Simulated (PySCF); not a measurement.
SnF₂Cl₂, SMILES [F][Sn]([F])([Cl])[Cl]. Atoms are numbered in the order given.

```xyz
5

F      0.0000     1.5275    -1.3755
Sn     0.0000     0.0000    -0.2188
F      0.0000    -1.5275    -1.3755
Cl    -1.9294     0.0000     1.0499
Cl     1.9294     0.0000     1.0499
```

Coordinates come from a r2SCAN-D4/def2-SVP optimisation. The def2 effective core potentials stand for the cores of Sn; spin–orbit coupling is left out.

The numbers are results of PySCF with M06-2X/def2-TZVP, not measurements.

The molecule is in vacuum.

The total energy comes out as -1334.50499 hartree, the point group comes out as C2v and the highest occupied level comes out as -11.60 eV. The lowest empty level comes out as -2.55 eV and the orbital gap is 9.05 eV. The dipole moment comes out as 1.61 D, the quadrupole, principal values (traceless, Buckingham form, about the centre of nuclear charge) is -3.25, -1.22, 4.47 D·Å and the mean static polarisability comes out as 56.0 bohr³ (8.30 Å³). The polarisability, principal values is 45.2, 53.2, 69.6 bohr³.
